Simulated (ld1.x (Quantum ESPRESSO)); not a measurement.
Building the TM potential for O (Z = 8) (PW91, scalar-relativistic).

```
Element                 : O
Generator               : ld1.x (Quantum ESPRESSO) 7.5
Type                    : norm-conserving Troullier–Martins (Kleinman–Bylander form)
Functional              : PW91
Relativity              : scalar-relativistic
Frozen core             : [He]
Valence charge          : 6
Reference configuration : 2s1.5 2p4.5
Partial waves           : 2s (bound): rc 0.95 bohr; 2p (bound): rc 1.30 bohr
Local potential         : the p channel
Core correction         : a·sin(br)/r model core inside 0.60 bohr
```

All-electron outer shells of the reference configuration (PW91, scalar-relativistic, ld1.x):

```json
{"shell": "1s", "level (eV)": "-515.45", "outermost node (bohr)": "–", "outermost maximum (bohr)": "0.13"}
{"shell": "2s", "level (eV)": "-24.24", "outermost node (bohr)": "0.28", "outermost maximum (bohr)": "0.87"}
{"shell": "2p", "level (eV)": "-9.32", "outermost node (bohr)": "–", "outermost maximum (bohr)": "0.82"}
```

(1) Estimate the cutoffs (Ry, on a coarse ladder) from which the occupation-weighted sum of valence levels, in a spherical-Bessel basis at the reference potential, stays within 10 and 1 mRy of its value at 400 Ry.

(2) Does the potential have ghost states?

(3) Tests: 2s2 2p4; 2s2 2p3; 2s2 2p2; 2s2 2p3.5; 2s1 2p5; 2s2 2p4.3; 2s2 2p1. Which has the largest error in its energy relative to the reference configuration, and how large is it?

Results:

(1) 80 Ry and 160 Ry.

(2) No extra level below or beside the all-electron valence levels (s, p, d, f tested).

(3) 2s2 2p1, with +486 meV (all-electron minus pseudo) on +96.78 eV.
